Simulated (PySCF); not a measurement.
SMILES c1cc([Si](F)(F)F)sc1C, GFN2-xTB optimised geometry. Atoms within 1.6 Å of the plane z = 0.8 Å (x, y, z in Å): C1 (-1.63, -2.56, 0.00), C2 (-0.71, -1.40, 0.00), C3 (0.66, -1.40, 0.00), C4 (1.21, -0.11, 0.00), C5 (0.28, 0.89, 0.00), Si6 (0.56, 2.72, 0.00), F8 (2.11, 3.07, 0.02), F9 (-0.06, 3.49, 1.25), S10 (-1.33, 0.22, 0.00), H11 (-2.27, -2.54, 0.88), H13 (-1.06, -3.49, 0.00), H14 (1.25, -2.30, 0.00), H15 (2.27, 0.09, 0.00).

Calculation: CAM-B3LYP/def2-TZVP run with PySCF.

Map of the HOMO−1 amplitude (bohr^(-3/2)) on the plane z = 0.8 Å; orbital energy -9.01 eV, overall sign arbitrary:

```
|---------------------------|
|---------------------------|
|---------------------------|
|---------------------------|
|---------------------------|
|---------------------------|
|---------------------------|
|---------------------------|
|--------=====--------------|
|-------=======-------------|
|------===+++==-------------|
|------==+##*+=-:::---------|
|-----==+*%@%*=:..::--------|
|-----==+*%@%+-:  .:--------|
|------==+##*=-.  .:--------|
|------===+++-:.  .:--------|
|-------=====-.  .:---------|
|--------==--:.  .:---------|
|-------------::::----------|
|---------------------------|
|---------------------------|
|---------------------------|
|---------------------------|
|---------------------------|
|---------------------------|
|---------------------------|
|---------------------------|
```
Scale: ten equal steps from -0.101 (start of ' ') to 0.167 (end of '@'), in the order ' .:-=+*#%@'; x runs from -5.50 to 5.50, y from -5.50 (bottom) to 5.50 (top).
